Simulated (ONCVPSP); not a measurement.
## Ce, ONCV: configuration errors across variants

ONCVPSP 4.0.1 input, shortened (lines: element, Z, core and valence counts, functional; n l f; lmax; l rc ep ncon nbas qcut; lloc lpopt rc5 dvloc0; l nproj debl; icmod fcfact rcfact), PBE, scalar-relativistic:

```
  Ce 58.00    9    5        4      upf
    1    0    2.00
    2    0    2.00
    2    1    6.00
    3    0    2.00
    3    1    6.00
    3    2   10.00
    4    0    2.00
    4    1    6.00
    4    2   10.00
    4    3    1.00
    5    0    2.00
    5    1    6.00
    5    2    1.00
    6    0    1.75
    3
    0    2.50    0.00    4    8    5.40
    1    2.05    0.00    3    7    3.80
    2    3.40    0.00    4    8    4.20
    3    1.05    0.00    3    7   19.60
    4    5    1.00    3.00
    0    2    1.60
    1    2    0.90
    2    2    3.50
    3    1    3.40
    3    4.25    1.45
```

In the p channel the program set the typed energies aside and used -0.904, 0.250 Ha.

All-electron excitation energies from the reference (eV): (1) 4f1 5s2 5p6 5d1 6s2 -1.077; (2) 4f1 5s2 5p6 5d1 6s1 4.994; (3) 4f1 5s2 5p6 5d1 6s0 16.075; (4) 4f1 5s2 5p6 5d1.5 6s1.5 -0.680.

A true bound ghost makes a file unfit for plane-wave use even where its test errors are small: the radial tests pick states by their node count and pass the ghost by.

Errors AE − PS in meV (a dash: test not solved or not reliable):

| change | (1) | (2) | (3) | (4) | bound ghosts | GHOST(+) flags above zero |
| --- | --- | --- | --- | --- | --- | --- |
| base | +0.2 | -1.4 | -7.0 | -1.6 | s | p, d |
| core correction Teter function, fcfact 4.25, rcfact 0.98 | +0.2 | -1.3 | -5.7 | -1.4 | s | p, d |
| core correction Teter function, fcfact 4.25, rcfact 1.1 | +0.2 | -1.3 | -5.8 | -1.4 | s | p, d |
| core correction Teter function, fcfact 4.25, rcfact 1.18 | +0.2 | -1.3 | -5.8 | -1.3 | s | p, d |
| core correction Teter function, fcfact 4.25, rcfact 1.34 | +0.2 | -1.3 | -6.2 | -1.4 | s | p, d |
| core correction Teter function, fcfact 4.25, rcfact 1.42 | +0.2 | -1.4 | -6.7 | -1.5 | s | p, d |
| core correction Teter function, fcfact 4.25, rcfact 1.68 | +0.2 | -2.2 | -17 | -2.9 | s | p, d |
| core correction Teter function, fcfact 4.25, rcfact 1.82 | +0.1 | -4.2 | -39 | -4.1 | s | p, d |
| core correction Teter function, fcfact 4.25, rcfact 1.94 | -0.1 | -7.6 | -75 | -5.3 | s | p, d |
| core correction Teter function, fcfact 4.25, rcfact 2.04 | -0.3 | -12 | -118 | -6.3 | s | p, d |

Give the same row for: core correction Teter function, fcfact 4.25, rcfact 1.54.

+0.2, -1.5, -8.8, -2.0; bound ghosts: s; GHOST(+) flags above zero: p, d.
